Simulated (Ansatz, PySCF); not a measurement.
Species: SiOF₂, net charge 0, singlet state. SMILES: O=[Si](F)F
Geometry from a B3LYP-D3(BJ)/def2-TZVP (Ansatz, an electronic-structure program) optimisation:
```xyz
4

Si     0.1224    -0.0385    -0.0248
O      1.5315    -0.4819    -0.3108
F     -0.6987    -0.2461     1.2977
F     -0.8530     0.7344    -0.9829
```
Charge 0, spin multiplicity 1.

Wanted: atomisation energy, in kcal/mol. Terms: open shells spin-unrestricted; non-relativistic; spin-orbit terms left out; 6-31G* and kin with 6d, 5d where marked; no dispersion term unless named; atomisation electronic, to ground-state atoms; frozen cores in correlated levels. Basis-set limits of correlation are two-point, X^-3; Hartree-Fock from the larger set. First-principles rows: single points at B3LYP-D3(BJ) geometries (Ansatz).

```
species     coefficient  E at B3LYP/6-31G* (Ansatz), Eh  E at M06-2X/def2-TZVPD (PySCF), Eh
----------  -----------  ------------------------------  ----------------------------------
O=[Si](F)F           -1                      -564.50258                          -564.55842
F atom               +2                       -99.71553                           -99.73422
O atom               +1                       -75.06062                           -75.06660
Si atom              +1                      -289.37173                          -289.34926
```

Coupled cluster (Ansatz) is a level with limits of its own, used here on species with T1 under 0.025 (0.045 for open shells) and stable references: CCSD(T)/CBS(cc-pV(T+d)Z,cc-pV(Q+d)Z). Value to compare with, CCSD(T)/CBS(cc-pV(T+d)Z,cc-pV(Q+d)Z) (Ansatz): 425.7 kcal/mol. 1 Eh = 627.5095 kcal/mol.

**Question.** Compute it at each level from the table, and compare with CCSD(T)/CBS(cc-pV(T+d)Z,cc-pV(Q+d)Z) (Ansatz).

**Answer.** 
- B3LYP/6-31G*: the sum of coefficient times E is 0.63917 Eh, or 401.09 kcal/mol. Result: 401.1 kcal/mol. Its difference against CCSD(T)/CBS(cc-pV(T+d)Z,cc-pV(Q+d)Z) (Ansatz) is -24.6 kcal/mol.
- M06-2X/def2-TZVPD: the sum of coefficient times E is 0.67412 Eh, or 423.02 kcal/mol. Result: 423.0 kcal/mol. Its difference against CCSD(T)/CBS(cc-pV(T+d)Z,cc-pV(Q+d)Z) (Ansatz) is -2.7 kcal/mol.
